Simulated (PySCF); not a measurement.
A side-by-side comparison of computed properties.

First species: C3H13NOSi3.
Structure used (GFN2-xTB), in Å, numbered top down from 1:
```xyz
21
C3H13NOSi3 angstrom
C     -4.213    0.013   -0.678
N     -2.916   -0.513   -0.336
Si    -1.602    0.378    0.281
C     -0.317   -0.989    0.711
O     -0.661   -2.157    0.653
Si     1.491   -0.553    1.201
C      2.306    0.145   -0.363
Si     4.114    0.688   -0.159
H     -4.618   -0.504   -1.551
H     -4.113    1.069   -0.914
H     -4.930   -0.087    0.144
H     -2.924   -1.510   -0.171
H     -1.835    1.157    1.508
H     -1.078    1.276   -0.753
H      1.421    0.467    2.253
H      2.158   -1.763    1.680
H      1.719    0.998   -0.705
H      2.247   -0.599   -1.158
H      4.945   -0.458    0.209
H      4.198    1.713    0.882
H      4.599    1.246   -1.426
```

Second species: C₆H₉FOS.
SMILES: `O=[S@@]1CC[C@H]1C/C=C\F`

Levels: PBE0/pcSseg-1 for dipole moment, HOMO energy, LUMO energy and HOMO–LUMO gap; GFN2-xTB for rotational constant A and rotational constant C. Geometries: GFN2-xTB. Each structure is a single optimised conformer of the isolated species, non-relativistic unless stated; the electronic structure was computed with PySCF and density fitting.

Dipoles, sizes and rotational constants follow the conformer. The torsions of the flexible species, by atom-mapped SMILES:
- `[CH3:1][NH:2][SiH2:3][C:4](=[O:5])[SiH2:6][CH2:7][SiH3:8]`: C1–N2–Si3–C4 173°, N2–Si3–C4–O5 -9°, Si3–C4–Si6–C7 -68°, C4–Si6–C7–Si8 179°
- `[O:1]=[S@@:2]1[CH2:3][CH2:4][C@H:5]1[CH2:6]/[CH:7]=[CH:8]\[F:9]`: C4–C5–C6–C7 166°, C5–C6–C7–C8 -111°

(1) Which has the higher dipole moment?

(2) Which has the higher HOMO energy?

(3) Which has the higher rotational constant C?

(4) Which has the higher rotational constant A?

(5) Which has the higher LUMO energy?

(6) Which has the higher HOMO–LUMO gap?

Results:

(1) The second: 3.43 D against 1.56 D, a difference of 1.87 D.

(2) The first: -6.28 eV against -6.48 eV, a difference of 0.20 eV.

(3) The second: 0.801 GHz against 0.384 GHz, a difference of 0.417 GHz.

(4) The first: 2.702 GHz against 2.274 GHz, a difference of 0.428 GHz.

(5) The second: 0.25 eV against -1.65 eV, a difference of 1.90 eV.

(6) The second: 6.73 eV against 4.63 eV, a difference of 2.10 eV.

On the first: A dipole of 1.56 D is allowed in C1, and pure rotational transitions are dipole-allowed. In atomic units the dipole is 0.61 e·bohr (1 au = 2.5417 D).

On the second: A dipole of 3.43 D is allowed in C1, and pure rotational transitions are dipole-allowed. The dipole equals about 11.5 × 10⁻³⁰ C·m (1 D = 3.33564 × 10⁻³⁰ C·m).
